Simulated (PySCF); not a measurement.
Removing an electron from `C[N](C)[GeH2][CH](Cl)Cl`

Species: C3H9Cl2GeN.
Z-matrix (Å and degrees, PBE0-D3(BJ)/def2-SVP geometry), rows numbered from 1:
```
C 
N   1  1.4417
C   2  1.4418  1  114.37
Ge  2  1.8173  1  120.35  3  -155.19
C   4  1.9934  2  112.14  1    76.90
Cl  5  1.7839  4  109.10  2   -61.09
Cl  5  1.7836  4  109.30  2    61.14
H   1  1.1006  2  110.77  3  -176.28
H   1  1.1086  2  113.26  3    63.06
H   1  1.1061  2  110.27  3   -57.46
H   3  1.1062  2  110.24  1    57.22
H   3  1.1085  2  113.24  1   -63.27
H   3  1.1007  2  110.75  1   176.05
H   4  1.5384  2  108.38  1  -165.25
H   4  1.5385  2  108.35  1   -40.82
H   5  1.0982  4  113.39  2  -179.91
```

Level: CAM-B3LYP/def2-SVPD (PySCF). Frontier orbitals with their largest atomic shares (Löwdin; up to four atoms above 4 %):

| orbital | ε (eV) | main atoms |
| --- | --- | --- |
| HOMO−3 | -10.67 | Cl7 39 %, Cl6 36 %, C5 15 %, H16 4 % |
| HOMO−2 | -10.17 | Cl6 45 %, Cl7 45 %, Ge4 4 % |
| HOMO−1 | -9.55 | Cl6 28 %, Cl7 28 %, C5 17 %, Ge4 11 % |
| HOMO | -7.70 | ? |
| LUMO | 0.58 | Cl6 27 %, Cl7 27 %, C5 17 %, Ge4 12 % |
| LUMO+1 | 0.99 | Ge4 34 %, Cl7 9 %, Cl6 9 %, H15 9 % |
| LUMO+2 | 1.30 | Cl6 34 %, Cl7 34 %, C5 16 %, Ge4 5 % |

**Question.** What vertical ionisation energy does ΔSCF give, and how far is −ε(HOMO) from it?

**Answer.** ΔSCF: 8.25 eV (796 kJ/mol; threshold wavelength 150 nm); ⟨S²⟩ of the doublet left behind is 0.757, against 0.75 for a pure doublet. −ε(HOMO) is 7.70 eV, 0.55 eV below it. For the exact functional −ε(HOMO) would equal the first vertical ionisation energy; CAM-B3LYP (range-separated hybrid) falls short of its own ΔSCF value by 7 %.

**Question.** On which atoms does the HOMO lie?

**Answer.** N2 (nitrogen bonded to 2 C and Ge) 52 %, C1 (N-methyl carbon) 9 %, C3 (N-methyl carbon) 9 %, Ge4 (germanium bonded to C, N and 2 H) 6 %. The HOMO−1 lies 1.85 eV lower.

**Question.** What kinetic energy would electrons from this vertical process carry with Lyman-α light (10.199 eV)?

**Answer.** 10.20 − 8.25 = 1.95 eV.

**Question.** With α = 102.5 au, estimate the like-pair dispersion coefficient by London's formula C6 = (3/4)α²I.

**Answer.** I = 0.3033 Eh, so C6 ≈ 2390 au, a rough estimate.

One conformer (not necessarily the lowest) at the PBE0-D3(BJ)/def2-SVP geometry, without solvent, vibrations or thermal averaging. The calculation is non-relativistic, for germanium too.
